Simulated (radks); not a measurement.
The numbers below are computed, except where a source is named.
Q: The mean radii <r> (bohr) of the occupied orbitals of an atom or ion are listed with their occupations. Code: a radial shooting solver on a logarithmic mesh with Libxc functionals. Model: scalar-relativistic Kohn-Sham, PBE, spin-unpolarised, spherical densities, finite nucleus; Fermi nuclear charge, rms radius of each element as measured or else 0.836 A^(1/3) + 0.57 fm.

orbital  occ.      <r>
1s          2  0.03185
2s          2   0.1383
2p          6   0.1206
3s          2   0.3792
3p          6   0.3786
3d         10   0.3574
4s          2   0.9322
4p          6    1.013
4d          6    1.250

Name the element and its charge.

A: Z = 46, palladium, charge +4: Pd4+ in [Kr] 4d6. The 1s radius gives Z: for a bare nucleus <r> = (2 gamma + 1)/(2Z) with gamma = sqrt(1 - (Z/c)^2), 0.03135 bohr for Z = 46, and screening makes it slightly larger (0.03185 here). The occupations add up to 42, and the charge is Z minus that.
